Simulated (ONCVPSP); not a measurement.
**Cd (Z = 48): one change to an ONCV potential, before and after**

Cd (Z = 48), optimised norm-conserving Vanderbilt (ONCV), made with ONCVPSP 4.0.1 (PBEsol, scalar-relativistic). Core [Ar] 3d10, reference 4s2 4p6 4d10 5s2. Waves: 4s+5s: rc 1.30 bohr, ncon 4, nbas 8, qcut 8.9 1/bohr, 2 projectors; 4p: rc 1.55 bohr, ncon 4, nbas 8, qcut 7 1/bohr, 1 projector; 4d: rc 1.15 bohr, ncon 4, nbas 8, qcut 9.7 1/bohr, 3 projectors, debl 1.4 Ha. Local part: polynomial inside 1.10 bohr (lpopt 5, dvloc0 4 Ha). Core correction: Teter function, fcfact 5.5, rcfact 1.65.

Change: core correction Teter function, fcfact 5.5, rcfact 1.08.

Cutoffs: the cutoffs (Ha) at which the residual kinetic energy of the hardest occupied pseudo-wave falls to 1 and 0.1 mHa per electron; they do not see the model core or the augmentation charge, which bear on the density cutoff. Errors are all-electron minus pseudo energies relative to the spin-unpolarised reference configuration.

Q: Predict the effect on cutoff, ghosts and configuration errors.

A: The potential gets neither clearly harder nor softer (37 Ha and 45 Ha → 37 Ha and 45 Ha); both files keep a bound ghost (d); of the 4 tests that both files solve, the error grows in 1 and shrinks in 0 by more than 15 % and 0.3 meV (median size 3.7 → 3.3 meV). A model core, the more so a compact one, raises the density cutoff, which this test does not measure.

| quantity | base | changed |
| --- | --- | --- |
| cutoff, loose | 37 Ha | 37 Ha |
| cutoff, tight | 45 Ha | 45 Ha |
| bound ghosts | d | d |
| GHOST(+) flags under 300 eV | none | none |
| error for 4s2 4p6 4d10 5s1, meV [ΔE 9.31 eV] | -1.6 | -1.5 |
| error for 4s2 4p6 4d10 5s0, meV [ΔE 26.41 eV] | -5.7 | -5.0 |
| error for 4s2 4p6 4d9 5s0, meV [ΔE 64.40 eV] | -6.8 | -6.9 |
| error for 4s2 4p6 4d9 5s2, meV [ΔE 17.97 eV] | 0.0 | +0.5 |
| s: phases at 1.32 bohr within 0.05 rad from the reference energy up to (Ha; the scan ends near 5) | to the end of the scan | to the end of the scan |
| p: phases at 1.58 bohr within 0.05 rad from the reference energy up to (Ha; the scan ends near 5) | 0.9 | 0.9 |
| d: phases at 1.17 bohr within 0.05 rad from the reference energy up to (Ha; the scan ends near 5) | to the end of the scan | to the end of the scan |
| rms error of d²Exc/dni dnj with the model core, mHa | 3.48 | 0.91 |

 A true bound ghost makes a file unfit for plane-wave use even where its test errors are small: the radial tests pick states by their node count and pass the ghost by.
